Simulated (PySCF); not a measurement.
C3H9Ge, SMILES [C](C)(C)[GeH3] (connectivity only; charge and spin as stated), charge +1, multiplicity 1.

The structure is a stationary point at PBE0-D3(BJ)/def2-SVP. The multiplicity is an assumed one; no other spin state was optimised. The isomer is the one that the SMILES or the coordinates give; other isomers of the formula were not compared.

Method: PySCF with TDA-PBE/def2-SVPD.

Vertical excitations. Gas-phase values at a fixed geometry.

Computed lowest excited states:
| state | energy (eV) | λ (nm) | f | main pairs |
|---|---|---|---|---|
| S1 | 3.71 | 334 | 0.003 | HOMO−1→LUMO 90 % |
| S2 | 3.75 | 330 | 0.003 | HOMO→LUMO 86 % |
| S3 | 4.29 | 289 | 0.112 | HOMO−2→LUMO 94 % |
| S4 | 5.28 | 235 | 0.004 | HOMO−3→LUMO 99 % |
| S5 | 6.82 | 182 | 0.243 | HOMO−4→LUMO 86 % |
| S6 | 6.99 | 177 | 0.001 | HOMO−5→LUMO 95 % |
| S7 | 7.08 | 175 | 0.026 | HOMO−6→LUMO 90 % |
| S8 | 8.06 | 154 | 0.020 | HOMO→LUMO+1 88 % |
| S9 | 8.28 | 150 | 0.033 | HOMO−1→LUMO+1 93 % |
| S10 | 8.41 | 147 | 0.111 | HOMO−2→LUMO+1 48 %, HOMO−7→LUMO 32 %, HOMO→LUMO+2 10 % |
| T1 | 2.95 | 421 | 0 | HOMO→LUMO 99 % |
| T2 | 3.58 | 346 | 0 | HOMO−1→LUMO 85 %, HOMO−2→LUMO 15 % |
| T3 | 3.61 | 344 | 0 | HOMO−2→LUMO 85 %, HOMO−1→LUMO 15 % |
| T4 | 4.84 | 256 | 0 | HOMO−3→LUMO 98 % |
Triplets are in the Tamm–Dancoff approximation.
